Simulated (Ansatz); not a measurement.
The same molecule with X = B, Al, Ga, In. Ansatz, PBE0-D4/def2-TZVP geometries, multiplicity 1. Each molecule was computed in one conformer, which needn't be the lowest.

Elements past krypton have def2 core potentials. Scalar relativity is left out up to krypton.

| X | molecule | mean X–H bond length / Å | mean X–N bond length / Å | mean X–O bond length / Å | HOMO energy (PBE/def2-TZVPP) / eV | zero-point energy (PBE0-D4/def2-TZVP) / kJ/mol | HOMO energy (ωB97M-V/def2-TZVPP) / eV |
| --- | --- | --- | --- | --- | --- | --- | --- |
| B | `NBO` | 1.202 | 1.397 | 1.371 | -6.31 | 144.0 | -10.16 |
| Al | `[NH2][AlH][OH]` | 1.579 | 1.760 | 1.698 | -5.97 | 120.8 | -9.78 |
| Ga | `[NH2][GaH][OH]` | 1.547 | 1.813 | 1.789 | -5.97 | 119.6 | -9.80 |

(1) Give the row for X = In, `[NH2][InH][OH]`. (Best estimate.)

## Answers

(1) Ansatz gave: 
```json
{"X": "In", "molecule": "`[NH2][InH][OH]`", "mean X–H bond length / Å": "1.701", "mean X–N bond length / Å": "2.003", "mean X–O bond length / Å": "1.990", "HOMO energy (PBE/def2-TZVPP) / eV": "-5.76", "zero-point energy (PBE0-D4/def2-TZVP) / kJ/mol": "115.4", "HOMO energy (ωB97M-V/def2-TZVPP) / eV": "-9.50"}
```

From B to In the mean X–H bond length isn't monotonic: highest at In, lowest at B; the mean X–N bond length rises at each step, by 0.606 Å in all; the mean X–O bond length rises at each step, by 0.619 Å in all; the HOMO energy (PBE/def2-TZVPP) isn't monotonic: highest at In, lowest at B; the zero-point energy (PBE0-D4/def2-TZVP) falls at each step, by 28.6 kJ/mol in all; the HOMO energy (ωB97M-V/def2-TZVPP) isn't monotonic: highest at In, lowest at B. Bonds lengthen as the atom grows down the group.
